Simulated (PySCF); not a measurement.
**A scan of NdB with bad points**

UHF; Nd x2c-SVPall, B x2c-SVPall; spin-free X2C with a Gaussian nucleus (PySCF 2.14); octet, unpaired electrons σ ↑↑↑, π ↑↑, δ ↑, φ ↑ requested.

```tsv
R (Å)	E (eV)	⟨S²⟩	⟨Lz²⟩	μ (D)
2.013	-0.938	15.76	11.75	-3.63
2.107	0.634	15.77	9.23	-1.91
2.200	0.326	15.77	9.53	-2.30
2.271	0.166	15.78	9.74	-2.61
2.341	0.060	15.79	9.93	-2.90
2.411	0.000	15.79	10.10	-3.18
2.505	-1.481	15.76	11.84	-5.66
2.622	-1.350	15.76	12.42	-4.83
2.762	-1.190	15.76	12.79	-4.60
2.950	-0.937	15.76	13.04	-4.88
```

The run flagged 2.013, 2.505, 2.622, 2.762, 2.950 Å: there the SCF either missed its threshold or ended in another occupation than the one requested, so the fit leaves that out.
